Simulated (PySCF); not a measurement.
Atomic charges by several schemes

C₄H₁₂AlO₄ (charge -1).
Z-matrix (Å and degrees, PBE0-D3(BJ)/def2-SVP geometry), rows numbered from 1:
```
C 
O   1  1.3697
Al  2  1.7643  1  126.10
O   3  1.7637  2  106.52  1    28.53
C   4  1.3698  3  126.57  2  -149.13
O   3  1.7638  2  106.22  1   152.73
C   6  1.3697  3  126.25  2   -29.12
O   3  1.7639  2  115.89  1   -89.37
C   8  1.3694  3  126.38  2   -89.50
H   1  1.1117  2  113.22  3   -20.26
H   1  1.1146  2  111.90  3  -140.52
H   1  1.1162  2  112.96  3   100.54
H   5  1.1161  4  112.86  3  -102.51
H   5  1.1147  4  111.91  3   138.63
H   5  1.1113  4  113.20  3    18.25
H   7  1.1144  6  111.71  3   145.02
H   7  1.1163  6  113.02  3   -96.21
H   7  1.1115  6  113.26  3    24.59
H   9  1.1145  8  111.80  3  -142.32
H   9  1.1116  8  113.23  3   -22.03
H   9  1.1163  8  113.02  3    98.77
```

Density: PBE0/pcSseg-1 (PySCF); schemes: Mulliken, IAO, Hirshfeld and ESP-fitted. The structure is a single PBE0-D3(BJ)/def2-SVP conformer in the gas phase; no vibrational or solvent corrections. The pcSseg-1 basis has no diffuse functions, a weakness for an anion.

Q: Tabulate the Mulliken, IAO, Hirshfeld and ESP-fitted charges.

A: In e:

```json
{"atom": "C1", "environment": "methoxy carbon", "Mulliken": "+0.029", "IAO": "-0.152", "Hirshfeld": "-0.063", "ESP-fitted": "+0.042"}
{"atom": "O2", "environment": "oxygen bonded to Al and C", "Mulliken": "-0.741", "IAO": "-0.686", "Hirshfeld": "-0.325", "ESP-fitted": "-0.607"}
{"atom": "Al3", "environment": "aluminium bonded to 4 O", "Mulliken": "+1.260", "IAO": "+1.278", "Hirshfeld": "+0.482", "ESP-fitted": "+1.227"}
{"atom": "O4", "environment": "oxygen bonded to Al and C", "Mulliken": "-0.742", "IAO": "-0.686", "Hirshfeld": "-0.325", "ESP-fitted": "-0.612"}
{"atom": "C5", "environment": "methoxy carbon", "Mulliken": "+0.029", "IAO": "-0.152", "Hirshfeld": "-0.063", "ESP-fitted": "+0.052"}
{"atom": "O6", "environment": "oxygen bonded to Al and C", "Mulliken": "-0.742", "IAO": "-0.686", "Hirshfeld": "-0.325", "ESP-fitted": "-0.601"}
{"atom": "C7", "environment": "methoxy carbon", "Mulliken": "+0.029", "IAO": "-0.152", "Hirshfeld": "-0.063", "ESP-fitted": "-0.001"}
{"atom": "O8", "environment": "oxygen bonded to Al and C", "Mulliken": "-0.742", "IAO": "-0.686", "Hirshfeld": "-0.325", "ESP-fitted": "-0.603"}
{"atom": "C9", "environment": "methoxy carbon", "Mulliken": "+0.029", "IAO": "-0.151", "Hirshfeld": "-0.063", "ESP-fitted": "+0.023"}
{"atom": "H10", "environment": "methyl hydrogen", "Mulliken": "+0.063", "IAO": "+0.099", "Hirshfeld": "+0.012", "ESP-fitted": "+0.010"}
{"atom": "H11", "environment": "methyl hydrogen", "Mulliken": "+0.041", "IAO": "+0.086", "Hirshfeld": "+0.002", "ESP-fitted": "+0.006"}
{"atom": "H12", "environment": "methyl hydrogen", "Mulliken": "+0.043", "IAO": "+0.082", "Hirshfeld": "+0.003", "ESP-fitted": "-0.006"}
{"atom": "H13", "environment": "methyl hydrogen", "Mulliken": "+0.042", "IAO": "+0.082", "Hirshfeld": "+0.003", "ESP-fitted": "-0.007"}
{"atom": "H14", "environment": "methyl hydrogen", "Mulliken": "+0.041", "IAO": "+0.086", "Hirshfeld": "+0.002", "ESP-fitted": "+0.004"}
{"atom": "H15", "environment": "methyl hydrogen", "Mulliken": "+0.065", "IAO": "+0.100", "Hirshfeld": "+0.012", "ESP-fitted": "+0.006"}
{"atom": "H16", "environment": "methyl hydrogen", "Mulliken": "+0.041", "IAO": "+0.087", "Hirshfeld": "+0.002", "ESP-fitted": "+0.018"}
{"atom": "H17", "environment": "methyl hydrogen", "Mulliken": "+0.043", "IAO": "+0.082", "Hirshfeld": "+0.004", "ESP-fitted": "+0.005"}
{"atom": "H18", "environment": "methyl hydrogen", "Mulliken": "+0.065", "IAO": "+0.099", "Hirshfeld": "+0.012", "ESP-fitted": "+0.020"}
{"atom": "H19", "environment": "methyl hydrogen", "Mulliken": "+0.041", "IAO": "+0.086", "Hirshfeld": "+0.002", "ESP-fitted": "+0.012"}
{"atom": "H20", "environment": "methyl hydrogen", "Mulliken": "+0.064", "IAO": "+0.100", "Hirshfeld": "+0.012", "ESP-fitted": "+0.013"}
{"atom": "H21", "environment": "methyl hydrogen", "Mulliken": "+0.043", "IAO": "+0.082", "Hirshfeld": "+0.004", "ESP-fitted": "-0.001"}
```

Mean size of the charges over all atoms: IAO 0.271 e, Mulliken 0.235 e, ESP-fitted 0.185 e, Hirshfeld 0.100 e. Each set sums to the total charge, -1, to within 0.001 e. The ESP scheme is a least-squares fit of atom-centred charges to the potential on four shells outside the van der Waals surface, with the total charge fixed. The IAO scheme counts the electrons in orthogonalised intrinsic atomic orbitals, a minimal basis polarised so that it spans the occupied orbitals exactly.

Lowest charge. All schemes pick atoms of one kind: Mulliken O4, O6 and O8 (-0.742); IAO O2, O4, O6 and O8 (-0.686); Hirshfeld O2, O4, O6 and O8 (-0.325); ESP-fitted O4 (-0.612).

Highest charge. All schemes agree: Mulliken Al3 (+1.260); IAO Al3 (+1.278); Hirshfeld Al3 (+0.482); ESP-fitted Al3 (+1.227).

Q: Sum the charges by element, for elements with more than one atom.

A: 
```tsv
element	atoms	Mulliken	IAO	Hirshfeld	ESP-fitted
C	4	+0.116	-0.607	-0.253	+0.116
O	4	-2.967	-2.744	-1.301	-2.423
H	12	+0.592	+1.072	+0.072	+0.080
```

Q: How many electrons does the IAO scheme count on O4?

A: Z − q = 8 − (-0.686) = 8.686.
